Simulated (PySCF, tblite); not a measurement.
Isomers of C5H14NSi (doublet state), one GFN2-xTB conformer each. Single-point energies are computed at B3LYP/pcH-1 (PySCF, gas phase, no added dispersion term), electronic only. GFN2-xTB treats the open shell by occupation alone, and not every SCF solution was tested for stability.

| SMILES | GFN2-xTB relative energy (kcal/mol) |
| --- | --- |
| CC(C)(C)CN[SiH2] | 0.0 |
| [CH2]C(C)(C)CN[SiH3] | 14.4 |

Conformers: `[CH3:1][C:2]([CH3:3])([CH3:4])[CH2:5][NH:6][SiH2:7]` (doublet state) with C2–C5–N6–Si7 86°, C5–N6–Si7–H 46° and 170°; `[CH2:1][C:2]([CH3:3])([CH3:4])[CH2:5][NH:6][SiH3:7]` (doublet state) with H–C1–C2–C3 -114° and 56°, C1–C2–C5–N6 -65°, C2–C5–N6–Si7 67°.

**Question.** What does B3LYP/pcH-1 give for the same structures?

**Answer.** 
| SMILES | B3LYP/pcH-1 E (Eh) | B3LYP/pcH-1 (kcal/mol) | GFN2-xTB (kcal/mol) | point group |
| --- | --- | --- | --- | --- |
| CC(C)(C)CN[SiH2] | -543.21680 | 0.0 | 0.0 | C1 |
| [CH2]C(C)(C)CN[SiH3] | -543.19124 | 16.0 | 14.4 | C1 |

Both levels put the same isomer lowest. 

**Question.** What happens when harmonic zero-point energies from GFN2-xTB frequencies are added?

**Answer.** 
| SMILES | ZPE (kcal/mol) | electronic (kcal/mol) | with ZPE (kcal/mol) |
| --- | --- | --- | --- |
| CC(C)(C)CN[SiH2] | 112.9 | 0.0 | 0.0 |
| [CH2]C(C)(C)CN[SiH3] | 109.2 | 16.0 | 12.4 |

The zero-point energies span 3.7 kcal/mol. The order is unchanged.
